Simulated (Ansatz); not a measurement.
Abridged output of a molecular run in Ansatz:

```
Functional definition: HF
911 factors; integrals over basis functions are off by at most 1.5e-3 eV
mean field evaluation 1: about -6307.7543 eV, gradient 3.1e1 eV
mean field evaluation 2: about -6307.9122 eV, gradient 3.1e1 eV
mean field evaluation 4: about -6310.4033 eV, gradient 4.3e0 eV
mean field evaluation 8: about -6310.4593 eV, gradient 2.4e-1 eV
mean field -6310.45976595 eV, -231.9051190152 hartree, gradient 7.4e-7 eV, S^2 0.000000; 0 other end points of the search recorded, 0 dependent functions left out; unrestricted orbitals would lower it
5 core orbitals not correlated: weight in the atoms' cores, before any rotation towards them, 1.000 or more for the frozen orbitals, at most 0.000 for the correlated occupied ones
reference -6310.45976595 eV, -231.9051190152 hartree; 13, 13 occupied and 72, 72 virtual orbitals, 911 factors
second order -18.57113113 eV of doubles, -0.00000000 eV of singles
cycle   1  -18.85177639 eV  change   -2.8e-1 eV  update   1.1e-1
cycle   2  -19.39250365 eV  change   -5.4e-1 eV  update   3.4e-2
cycle   3  -19.53860451 eV  change   -1.5e-1 eV  update   2.0e-2
cycle   4  -19.53128967 eV  change    7.3e-3 eV  update   5.9e-3
cycle   5  -19.53031414 eV  change    9.8e-4 eV  update   3.2e-3
cycle   6  -19.53163682 eV  change   -1.3e-3 eV  update   1.0e-3
cycle   7  -19.53102207 eV  change    6.1e-4 eV  update   4.5e-4
cycle   8  -19.53091837 eV  change    1.0e-4 eV  update   1.4e-4
cycle   9  -19.53094138 eV  change   -2.3e-5 eV  update   4.0e-5
cycle  10  -19.53093341 eV  change    8.0e-6 eV  update   1.3e-5
perturbative correction -0.68973304 eV, -0.0253472217 hartree
Total energy: -6330.68043240 eV, -232.6482148013 hartree
```

Its atoms:

Cartesian coordinates in Å:
```
B -1.196 0.231 -0.183
C -0.480 -0.809 0.748
N 0.789 -0.688 0.609
C 1.042 0.347 -0.340
O -0.190 0.888 -0.805
H -2.336 0.495 -0.397
H -0.861 -1.558 1.439
H 1.631 1.146 0.122
H 1.601 -0.051 -1.193
```

Task: Which basis set was used?
A. def2-SVP
B. def2-TZVPPD
C. def2-TZVPP
D. cc-pV(T+d)Z

Result: A. It gives 90 functions.

Task: Write the keys of the input that set method, charge and spin (a neutral closed shell needs none for the last two).

Result: 
```yaml
correlation: {method: ccsd_t}
```
